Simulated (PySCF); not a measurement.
# How methods differ on the excitation energy of P

P [Ne] 3s2 3p3 (4S) → P [Ne] 3s1 3p3 4s1 (6S), as a difference of total energies. All numbers are calculated (PySCF 2.14, no relativity, point nucleus, in dyall-av3z (19s12p3d2f, 84 functions)). Correlated levels: valence: [Ne] frozen; virtual orbitals above 40 to 60 times the deepest correlated orbital energy dropped. The calculations carry no spin-orbit coupling.

```csv
method,excitation energy (eV)
UHF,10.547
MP2 (valence),12.018
SCS-MP2 (valence),12.493
CCSD (valence),12.212
CCSD(T) (valence),12.298
```

Q: How much does correlation contribute at CCSD(T) (valence)?

A: 12.298 − (10.547) = 1.751 eV, measured against UHF.

The upper state lies above the first ionisation limit, but in LS coupling its spin forbids autoionisation to the ground ion. A Rydberg-like electron needs more diffuse functions than a valence basis has.

The promoted electron is Rydberg-like, and one or two diffuse shells describe it only roughly, which tends to raise the upper state.
